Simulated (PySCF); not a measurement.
ZrFH₃, SMILES [F][ZrH3], multiplicity 1.

The structure is a stationary point at PBE-D3(BJ)/def2-TZVP. The multiplicity is an assumed one; no other spin state was optimised. The structure was generated by enumeration; whether it is a known compound was not checked. The def2 effective core potentials stand for the cores of Zr; spin–orbit coupling is left out.

These are PBE-D3(BJ)/def2-TZVP in PySCF values and carry that method's errors.

Frequencies are harmonic and unscaled.

Modes within 1.5 cm⁻¹ of each other (mostly degenerate sets) share a row, with their intensities summed.

### Question
List the normal modes with their intensities. (Estimate from the structure and the level; the computed values follow.)

### Answer

| mode | ν (cm⁻¹) | IR (km/mol) | moving atoms (share of kinetic energy) |
|---|---|---|---|
| 1–2 | 397 | 80.0 | H 89 % |
| 3 | 510 | 134.4 | H 85 %, F 15 % |
| 4–5 | 617 | 157.5 | H 99 % |
| 6 | 697 | 260.4 | F 68 %, Zr 19 %, H 12 % |
| 7–8 | 1649 | 883.0 | H 98 % |
| 9 | 1689 | 84.6 | H 100 % |
